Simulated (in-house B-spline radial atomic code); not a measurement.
Results of a calculation; reference values are marked as such.
**Correlation energy from the adiabatic connection: ω²r²/2 − Z/r, ω = 2.71, Z = -0.5**

Two electrons in a singlet, external potential ω²r²/2 − Z/r, ω = 2.71, Z = -0.5 (atomic units). Full CI in B-splines (partial waves to l = 8, correlation up to 0.6 % small) with the density held fixed gives W(λ) = <V_ee>_λ − U, and E_c is the integral of W(λ) − W(0) from 0 to 1.

```tsv
λ	W(λ) − W(0) (hartree)
0	0.00000
0.02	-0.00205
0.05	-0.00510
0.12	-0.01207
0.25	-0.02451
0.4	-0.03809
0.6	-0.05501
0.8	-0.07068
1	-0.08521
```

Task: Integrate the table by the trapezoid rule.

Result: The strips give -0.00002, -0.00011, -0.00060, -0.00238, -0.00470, -0.00931, -0.01257, -0.01559, which sum to -0.04527 hartree. The direct value, W(1) − W(0) + T_c with T_c = 0.03986, is -0.04535; the curve is convex, so chords lie above it and the trapezoids fall short in size by 0.17 %.

Task: Now use only three numbers: W(0) = -1.1904, the initial slope W'(0) = -0.103 (extrapolated from the first points) and the strong-coupling limit of the point-charge-plus-continuum model, W∞ = -1.6194. What do second-order theory and the interpolation W(λ) = W∞ + (W(0) − W∞)/√(1 + 2χλ) of Seidl, Perdew and Levy give?

Result: Second order keeps the slope alone: E_c = W'(0)/2 = -0.05150, +14 % in size against -0.04535. Matching the slope fixes χ = W'(0)/(W∞ − W(0)) = -0.103/(-0.42900) = 0.24009. Integrating, with s = √(1 + 2χ) = 1.216629, E_c = −(W(0) − W∞)(s − 1)/(s + 1) = −0.42900 × 0.216629/2.216629 = -0.04193 hartree, -7.5 % in size against the full result. At λ = 1 the formula gives W − W(0) = -0.07639 against -0.08521. Part of the miss can come from the model's W∞.
